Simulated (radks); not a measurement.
Spherical quantum dot in the effective-mass picture: electrons in a well V = -V0 / (1 + exp((r - R)/a)) with V0 = 3.56, R = 6.48, a = 0.65, all in effective atomic units (hartree* = m*/eps^2 hartree, bohr* = eps/m* bohr), one dielectric constant everywhere. Calculated with a radial shooting solver with Libxc functionals: non-relativistic Kohn-Sham, LDA (Slater exchange, Perdew-Wang correlation), spin-polarised, spherical densities. Levels are named by radial order and angular momentum (1s, 1p, 1d, 2s, ...), and open shells are averaged over m. Each electron was tried in the lowest free levels, single moves between levels near the top were tried too, and the lowest total energy was kept; such a search can miss a lower state. The series stops at N = 13: beyond it a trial failed or the search could not be trusted, so later rows were left out. At N = 1 the Hartree and exchange-correlation terms need not cancel, so that row can carry a self-interaction error.

N	open shells	2S	E (hartree*)	mu = E(N) - E(N-1) (hartree*)	addition energy mu(N+1) - mu(N) (hartree*)	e(HOMO) (hartree*)	rms radius (bohr*)
1	1s(up 1, down 0)	1	-3.37955	-3.3795	0.2671	-3.2699	3.025
2	none	0	-6.49198	-3.1124	0.3455	-3.0034	3.260
3	1p(up 1, down 0)	1	-9.25893	-2.7670	0.2054	-2.6650	3.536
4	1p(up 2, down 0)	2	-11.8205	-2.5616	0.2070	-2.4580	3.702
5	1p(up 3, down 0)	3	-14.1750	-2.3545	0.2508	-2.2513	3.825
6	1p(up 3, down 1)	2	-16.2788	-2.1037	0.1951	-2.0066	3.929
7	1p(up 3, down 2)	1	-18.1874	-1.9086	0.1962	-1.8105	4.016
8	none	0	-19.8998	-1.7124	0.3302	-1.6144	4.092
9	1d(up 1, down 0)	1	-21.2821	-1.3822	0.1875	-1.2884	4.177
10	1d(up 2, down 0)	2	-22.4768	-1.1948	0.1870	-1.1011	4.251
11	1d(up 3, down 0)	3	-23.4845	-1.0077	0.1863	-0.91444	4.316
12	1d(up 4, down 0)	4	-24.3060	-0.82143	0.1854	-0.72856	4.375
13	1d(up 5, down 0)	5	-24.9420	-0.63600	-	-0.54361	4.429

All shells are closed at N = 2, 8 (there: 1s2 1p6); the second difference of the energy has clear peaks (12 % above both neighbours; the first and last values, which can be the largest, are not judged, and half-filled shells can peak too) at N = 2, 5, 8.
